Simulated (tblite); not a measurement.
Run record: tight-binding relaxation, `CS(=O)(=O)[C@@H]1CC[AsH]C1`.

Computed with GFN2-xTB geometry optimisation, gas phase (tblite 0.8.0). Start geometry: from a force field or distance geometry. A driver script takes a list of jobs; this job's settings line and coordinates (Å) are shown.

Command:
```bash
OMP_NUM_THREADS=1 python probes_run.py task.json out
```

Input:
```
{"job": {"kind": "relax", "xc": "GFN2-xTB", "basis": "xTB"}, "charge": 0, "multiplicity": 1}
C      2.579000    -0.510100    -0.260000
S      1.400800     0.807300    -0.087100
O      1.936100     2.003800     0.633000
O      0.950500     1.154000    -1.498500
C     -0.057900     0.113900     0.693500
C     -0.550500    -0.898100    -0.235100
C     -2.005000    -1.169800    -0.147300
As    -2.642400     0.697800    -0.024500
C     -0.982300     1.263200     0.869500
H      3.303100    -0.205200    -1.055200
H      3.126000    -0.593600     0.714400
H      2.075000    -1.466600    -0.530200
H      0.278400    -0.282700     1.668500
H      0.031700    -1.841200    -0.119600
H     -0.346500    -0.569100    -1.289200
H     -2.315700    -1.745400     0.744900
H     -2.342000    -1.617700    -1.110400
H     -2.599100     1.303700    -1.466900
H     -1.229400     1.339000     1.967500
H     -0.614900     2.227600     0.529600
```

Output:
```
step      E/eV     max force
  0    -816.40878    4.991
  1    -816.98764    1.617
  2    -817.09625    1.139
  3    -817.23001    0.685
  4    -817.26488    0.679
  5    -817.29618    0.453
  6    -817.32803    0.386
  7    -817.35002    0.326
  8    -817.36860    0.319
  9    -817.38122    0.219
... (143 lines left out)
153    -817.49900    0.027
154    -817.49909    0.020
155    -817.49917    0.018
156    -817.49923    0.017
157    -817.49930    0.019
158    -817.49936    0.014
159    -817.49941    0.013
160    -817.49946    0.017
161    -817.49951    0.011
162    -817.49954    0.009
```

«max force» is the largest atomic force in eV/Å.

Summary of the converged run: energy lowered by 25.2 kcal/mol over 162 steps; largest atomic force 0.009 eV/Å at the end.

**Question.** Give the final coordinates.

**Answer.** 0.402 Å rms from the input after alignment:
```
atom  x, y, z in Å
C1     2.6060   -0.3564   -0.4221
S2     1.2687    0.8723   -0.2627
O3     1.7995    1.9880    0.4724
O4     0.7442    1.1378   -1.5776
C5    -0.0283    0.0589    0.7353
C6    -0.5878   -1.1019   -0.0841
C7    -2.1051   -0.9859   -0.2002
As8   -2.4896    0.9573   -0.3418
C9    -1.0593    1.1401    1.0087
H10    3.3734    0.0912   -1.0407
H11    2.9888   -0.5563    0.5698
H12    2.2189   -1.2523   -0.8879
H13    0.4889   -0.2575    1.6418
H14   -0.2925   -2.0647    0.3417
H15   -0.1638   -1.0280   -1.0891
H16   -2.5902   -1.3591    0.7080
H17   -2.4835   -1.5675   -1.0418
H18   -1.6105    1.1687   -1.5283
H19   -1.5043    1.0065    2.0016
H20   -0.5787    2.1196    0.9939
```

On one thread, Arm Neoverse N1 (aarch64), on a shared host, this took 2.7 s wall.
Labels such as C1 count atoms from 1, the log's own numbers from 0.
